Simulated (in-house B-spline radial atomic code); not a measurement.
## Solving the quasi-particle equation for 3s up of K8+

Configuration [Ne] 3s1, highest spin, start Hartree-Fock, empty levels kept to 3240 hartree. Computed with an all-electron radial atomic-structure program (B-spline basis): all electrons, scalar-relativistic (spin-free one-electron X2C), finite nucleus, each spin shell either full or empty, empty states to l = 9 with an (l + 1/2)⁻⁴ tail; G0W0 by contour deformation at full frequency.

At the mean-field level ε = -175.346 eV the matrix elements are Σx = -28.92 eV, v_xc = -28.92 eV and Σc(ε) = -1.559 eV, and the slope of the correlation self-energy is dΣc/dω = -0.0139. The quasi-particle energy solves E = ε + Σx − v_xc + Σc(E).

**Question.** What does the linearised equation give?

**Answer.** Z = 1/(1 − dΣc/dω) = 1/1.0139 = 0.9863. The first-order shift is Σx − v_xc + Σc(ε) = -28.92 − (-28.92) + (-1.559) = -1.559 eV, so E ≈ ε + Z × shift = -175.346 + 0.9863 × (-1.559) = -176.884 eV.

**Question.** How does that compare with the full solution and with static screening?

**Answer.** Solving the equation at full frequency dependence gives E = -176.884 eV, where Σc = -1.538 eV and the weight is 0.987; the linearised value is off by 0 meV. Leaving Z out would give -176.905 eV. Static COHSEX puts -3.049 eV in place of Σc and gives -178.395 eV, 1.51 eV deeper.
